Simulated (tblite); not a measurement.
Record of a relaxation.

C3H8Cl2GaN.
SMILES with atom numbers: `[CH2:1]=[CH:2][CH2:3][Ga-:4]([NH3+:5])([Cl:6])[Cl:7]` (hydrogens: H8, H9 on C1; H10 on C2; H11, H12 on C3; H13, H14, H15 on N5)
Bond orders are those of one Lewis drawing.

Computed with GFN2-xTB (tblite), gas phase: L-BFGS steps from a force-field or distance-geometry start until the largest atomic force falls under 0.01 eV/Å. 5 of its 157 geometries are shown.

Step 0: E = -647.3308 eV, largest atomic force 3.202 eV/Å
```
atom  x, y, z in Å  |  force x, y, z in eV/Å
C1      2.457    0.555    0.439   -0.536  -0.761  -0.279
C2      1.659   -0.390   -0.105    1.609   1.446   0.717
C3      0.535   -0.042   -0.996   -0.268  -0.369  -0.925
Ga4    -1.116   -0.756   -0.079    1.150  -2.981  -0.213
N5     -2.239    0.699    0.414   -0.772   2.603   0.683
Cl6    -0.555   -1.761    1.817   -0.467   0.474  -0.452
Cl7    -2.075   -2.227   -1.377   -0.098   0.452   0.339
H8      2.279    1.627    0.230    0.340  -0.847   0.280
H9      3.279    0.244    1.101   -0.528   0.525  -0.404
H10     1.871   -1.432    0.149   -0.252   0.230  -0.349
H11     0.640   -0.578   -1.986   -0.029   0.530   0.751
H12     0.447    1.041   -1.181    0.410  -0.226  -0.060
H13    -1.723    1.216    1.187   -0.837  -0.736  -0.705
H14    -2.276    1.405   -0.374   -0.396  -0.871   0.873
H15    -3.188    0.407    0.739    0.673   0.530  -0.255
```

Step 39: E = -648.1844 eV, largest atomic force 0.058 eV/Å
```
atom  x, y, z in Å  |  force x, y, z in eV/Å
C1      2.520    0.605    0.460    0.001   0.001   0.009
C2      1.881   -0.369   -0.167    0.002   0.004  -0.014
C3      0.664   -0.184   -0.995   -0.053  -0.014  -0.018
Ga4    -0.991   -1.058   -0.111   -0.020   0.014  -0.008
N5     -2.291    0.779    0.409    0.026   0.006   0.016
Cl6    -0.862   -1.758    1.881   -0.003  -0.009  -0.002
Cl7    -2.476   -1.977   -1.314    0.010  -0.007  -0.007
H8      2.190    1.629    0.402   -0.009   0.018   0.011
H9      3.401    0.416    1.049    0.014   0.006   0.024
H10     2.241   -1.389   -0.092    0.029  -0.021   0.011
H11     0.794   -0.657   -1.974   -0.013  -0.015  -0.022
H12     0.452    0.878   -1.155    0.030   0.015  -0.023
H13    -1.865    1.271    1.191   -0.030   0.014   0.004
H14    -2.492    1.446   -0.332    0.006  -0.038   0.013
H15    -3.172    0.376    0.726    0.009   0.027   0.007
```

Step 78: E = -648.1942 eV, largest atomic force 0.072 eV/Å
```
atom  x, y, z in Å  |  force x, y, z in eV/Å
C1      2.399    0.633    0.521    0.015   0.012  -0.040
C2      1.883   -0.364   -0.180   -0.071  -0.013   0.004
C3      0.695   -0.256   -1.065   -0.015  -0.006  -0.032
Ga4    -0.994   -1.047   -0.160    0.010   0.006  -0.005
N5     -2.224    0.807    0.472    0.020   0.003   0.003
Cl6    -0.808   -1.827    1.793   -0.025  -0.023   0.043
Cl7    -2.537   -1.866   -1.363    0.003   0.008   0.003
H8      1.990    1.630    0.472   -0.017   0.010   0.004
H9      3.259    0.501    1.155   -0.018  -0.018  -0.004
H10     2.316   -1.357   -0.110    0.013   0.030   0.018
H11     0.846   -0.828   -1.986    0.024   0.002  -0.024
H12     0.485    0.782   -1.343    0.038   0.003   0.034
H13    -1.742    1.366    1.172    0.004  -0.003  -0.009
H14    -2.503    1.408   -0.300    0.006  -0.007   0.008
H15    -3.069    0.426    0.898    0.012  -0.005  -0.003
```

Step 117: E = -648.2278 eV, largest atomic force 0.075 eV/Å
```
atom  x, y, z in Å  |  force x, y, z in eV/Å
C1      1.877    0.843    0.598   -0.008   0.000  -0.029
C2      1.651   -0.275   -0.079    0.039   0.021   0.006
C3      0.666   -0.441   -1.173    0.007   0.021  -0.030
Ga4    -1.080   -1.200   -0.361    0.056  -0.012   0.022
N5     -1.694    0.789    0.570   -0.012  -0.015   0.031
Cl6    -0.940   -2.308    1.434   -0.027   0.003  -0.008
Cl7    -2.788   -1.562   -1.547   -0.025   0.010  -0.013
H8      1.367    1.772    0.373    0.043  -0.057  -0.022
H9      2.611    0.881    1.385   -0.035   0.038  -0.003
H10     2.210   -1.166    0.182   -0.023   0.004   0.010
H11     1.054   -1.109   -1.947   -0.006  -0.007   0.010
H12     0.410    0.514   -1.644    0.019   0.006   0.007
H13    -0.854    1.298    0.840   -0.035  -0.048   0.024
H14    -2.247    1.369   -0.055   -0.010   0.025  -0.034
H15    -2.248    0.604    1.403    0.017   0.011   0.027
```

Step 156: E = -648.2612 eV, largest atomic force 0.008 eV/Å
```
atom  x, y, z in Å  |  force x, y, z in eV/Å
C1      1.756    1.055    0.416   -0.006   0.000   0.003
C2      1.543   -0.189    0.005    0.000   0.006   0.005
C3      0.710   -0.560   -1.162    0.003   0.000  -0.001
Ga4    -1.139   -1.192   -0.472   -0.004   0.002   0.000
N5     -1.539    0.668    0.764   -0.002   0.003   0.006
Cl6    -1.215   -2.591    1.112    0.000   0.003   0.002
Cl7    -2.834   -1.132   -1.731    0.001   0.001  -0.002
H8      1.366    1.906   -0.124    0.005  -0.004  -0.003
H9      2.361    1.275    1.279    0.002  -0.002  -0.001
H10     1.970   -1.016    0.561    0.001   0.002  -0.001
H11     1.181   -1.368   -1.730    0.003  -0.002  -0.004
H12     0.553    0.290   -1.833   -0.003  -0.001   0.000
H13    -0.621    0.989    1.075   -0.005  -0.004  -0.005
H14    -1.988    1.413    0.237    0.000  -0.006   0.006
H15    -2.109    0.460    1.581    0.005   0.002  -0.006
```

Question: Summarise the path.

Answer: The energy falls by 0.9304 eV from step 0 to step 156; nine tenths of that is first reached at step 25. It falls at every step. The largest force goes from 3.202 to 0.008 eV/Å. Among the bonds Ga4–N5 changes most, from 1.903 to 2.268 Å; the atoms move by 0.981 Å rms after alignment.

What follows is the cost of the whole relaxation. Time: 2.3 s. Hardware: one thread of an Arm Neoverse N1 (shared host).
